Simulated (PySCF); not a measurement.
# Be (beryllium, neutral) across methods

[He] 2s1 2p1, high-spin 3P determinant (an excited configuration). Calculation: PySCF 2.14, in cc-pVTZ (4s3p2d1f, 30 functions); the non-relativistic Hamiltonian (point nucleus).

```
   method  E (hartree)  mean ε 1s β (eV)  mean ε 2s α (eV)  mean ε 2p α (eV)  Σ⟨r²⟩ (bohr²)   ⟨S²⟩
     TPSS     -14.5817           -108.09            -6.642            -3.137          18.20  2.000
     PBE0     -14.5517           -112.15            -7.700            -4.046          18.28  2.000
BHandHLYP     -14.5726           -118.13            -8.549            -4.784          18.15  2.000
   PBEsol     -14.4462           -105.70            -6.526            -3.016          18.60  2.000
      PBE     -14.5437           -106.46            -6.565            -3.101          18.42  2.000
      UHF    -14.51315           -128.54           -10.771            -6.672          18.25  2.000
    TPSSh     -14.5805           -110.20            -7.078            -3.493          18.17  2.000
      LDA     -14.3578           -105.12            -6.552            -3.051          18.83  2.000
```

Task: Estimate the same row for r2SCAN.

Result: E (hartree) = -14.5697; mean ε 1s β (eV) = -108.85; mean ε 2s α (eV) = -6.825; mean ε 2p α (eV) = -3.257; Σ⟨r²⟩ (bohr²) = 18.29; ⟨S²⟩ = 2.000.
